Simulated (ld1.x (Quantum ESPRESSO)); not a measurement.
tantalum, TM: configuration errors across variants

```json
{
  "Element": "tantalum (Ta)",
  "Generator": "ld1.x (Quantum ESPRESSO) 7.5",
  "Type": "norm-conserving Troullier–Martins (Kleinman–Bylander form)",
  "Functional": "PBE",
  "Relativity": "scalar-relativistic",
  "Frozen core": "[Kr] 4d10 4f14 5s2",
  "Valence charge": "11",
  "Reference configuration": "5p6 5d3 6s2 6p0",
  "Partial waves": "6s (bound): rc 3.05 bohr; 5d (bound): rc 2.75 bohr; 5p (bound): rc 2.00 bohr",
  "Local potential": "the p channel",
  "Core correction": "a·sin(br)/r model core inside 0.95 bohr"
}
```

All-electron excitation energies from the reference (eV): (1) 5p6 5d3 6s1 6p0 8.467; (2) 5p6 5d3 6s0 6p0 23.439; (3) 5p6 5d2 6s0 6p0 47.043; (4) 5p6 5d2 6s2 6p0 7.681; (5) 5p6 5d3 6s0 6p2 8.595; (6) 5p6 5d3 6s0 6p1 13.546; (7) 5p6 5d4 6s0 6p0 9.901.

Tests that are not counted but printed errors over 1 eV. “wave 5p (bound): rc 2.00 bohr becomes 5p (bound): rc 1.46 bohr”: 5p6 5d2 6s2 6p0 (solver errors, printed error -863 eV).

1 further variants failed, have other tests or too few solved ones, and are left out.

A true bound ghost makes a file unfit for plane-wave use even where its test errors are small: the radial tests pick states by their node count and pass the ghost by. Where a test does run into it, the solver fails or the error is huge.

Errors AE − PS in meV (a dash: test not solved or not reliable):

| change | (1) | (2) | (3) | (4) | (5) | (6) | (7) | bound ghosts |
| --- | --- | --- | --- | --- | --- | --- | --- | --- |
| base | -7.9 | -36 | -33 | -9.2 | +264 | +179 | -45 | s |
| wave 5p (bound): rc 2.00 bohr becomes 5p (bound): rc 1.46 bohr | -11 | -36 | -35 | – | +31 | +12 | -48 | s |
| wave 5d (bound): rc 2.75 bohr becomes 5d (bound): rc 4.18 bohr | -16 | -110 | -15 | +85 | +250 | +158 | +56 | d, s |
| core correction a·sin(br)/r model core inside 0.84 bohr | -7.9 | -36 | -33 | -9.2 | +264 | +179 | -45 | s |
| wave 6s (bound): rc 3.05 bohr becomes 6s (bound): rc 4.12 bohr | -15 | -116 | -340 | +21 | +214 | +125 | +26 | s |
| local potential the d channel | -8.3 | -38 | -44 | -12 | +73 | +47 | -46 | s |
| all radii but the core radius scaled by about 0.95 (s 2.92, p 1.90, d 2.62 bohr) | -8.4 | -36 | -22 | -15 | +210 | +140 | -57 | s |

Give the same row for: type PAW; waves now 6s (bound): rcut 2.65, rcutus 3.05 bohr; 6s channel at 0.25 Ry: rcut 2.65, rcutus 3.05 bohr; 5p (bound): rcut 1.75, rcutus 2.00 bohr; 6p (bound): rcut 1.75, rcutus 2.00 bohr; 5d (bound): rcut 2.40, rcutus 2.75 bohr; 5d channel at 0.45 Ry: rcut 2.40, rcutus 2.75 bohr; local potential all-electron potential smoothed inside 2.40 bohr (lloc = -1); augmentation GAUSS, radius 1.55 bohr.

+6.2, +13, -46, –, –, –, –; bound ghosts: none.
